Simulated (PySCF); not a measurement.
Species: GeH2Me(SiMe3), C4H14GeSi.
Geometry (PBE0-D3(BJ)/def2-SVP, Å), atoms numbered from 1 in this order:
```xyz
20
C4H14GeSi angstrom
Ge     1.0550    1.2585    0.7345
H      1.1048    1.2963    2.2819
H      2.5232    1.2863    0.2454
C      0.1559    2.8859    0.0991
H      0.6821    3.7851    0.4491
H     -0.8781    2.9199    0.4725
H      0.1302    2.9029   -1.0003
Si    -0.0574   -0.7123   -0.0279
C     -1.8596   -0.6464    0.5287
C      0.0158   -0.7694   -1.9131
C      0.7753   -2.2428    0.6924
H     -2.4039   -1.5464    0.1988
H     -2.3736    0.2326    0.1086
H     -1.9343   -0.5895    1.6260
H     -0.4986    0.0971   -2.3575
H      1.0565   -0.7678   -2.2730
H     -0.4727   -1.6821   -2.2921
H      1.8321   -2.3020    0.3886
H      0.7399   -2.2332    1.7928
H      0.2698   -3.1587    0.3448
```

Level of theory: TDDFT B3LYP/def2-SVPD, vertical, gas phase, core orbitals frozen in the response in PySCF 2.14.0, density-fitted response routines. Relativistic effects, spin–orbit coupling among them, are left out although an element past zinc is present.

Transition dipole moments from the ground state, in atomic units and in the frame of the coordinates above (overall signs are arbitrary), for the states with f of 0.002 or more among the lowest 7:

```tsv
state	E (hartree)	μx	μy	μz
S1	0.2305	0.414	0.093	0.290
S2	0.2413	-0.055	0.484	-0.039
S3	0.2548	0.286	-0.006	-0.421
S4	0.2634	-0.353	-0.489	-0.245
S5	0.2742	0.233	0.520	0.108
S6	0.2771	0.373	-0.031	-0.511
S7	0.2809	-0.382	-0.417	-0.287
```

**Question.** What oscillator strength does each state have?

**Answer.** f = (2/3) ΔE |μ|² with ΔE in hartree (27.2114 eV).

```tsv
state	|μ|² (au)	|μ| (D)	f
S1	0.264	1.31	0.041
S2	0.239	1.24	0.038
S3	0.259	1.29	0.044
S4	0.424	1.65	0.074
S5	0.336	1.47	0.061
S6	0.401	1.61	0.074
S7	0.403	1.61	0.075
```

**Question.** Which bond between heavy atoms lies closest to the direction of the S7 transition dipole?

**Answer.** Ge1–Si8, at 15° from it; next Si8–C10 at 63°.

**Question.** What angle do the transition dipoles of S2 and S3 make?

**Answer.** |cos θ| = |μa·μb| / (|μa| |μb|) = 0.01, so θ ≈ 89° (taken between 0 and 90°, since the signs are arbitrary).

**Question.** How is the summed strength of these states shared among x, y and z?

**Answer.** (2/3) Σ ΔE μα² gives 0.126 for x, 0.163 for y and 0.120 for z, 0.408 in all.

On AMD EPYC, one thread, no GPU, on a shared host, this took 2.8 min (grids of density and orbitals included) and 1.2 GiB of memory at its peak.

Without π bonds the low states may be Rydberg-like; a valence basis with one diffuse set may place them up to an eV too high.
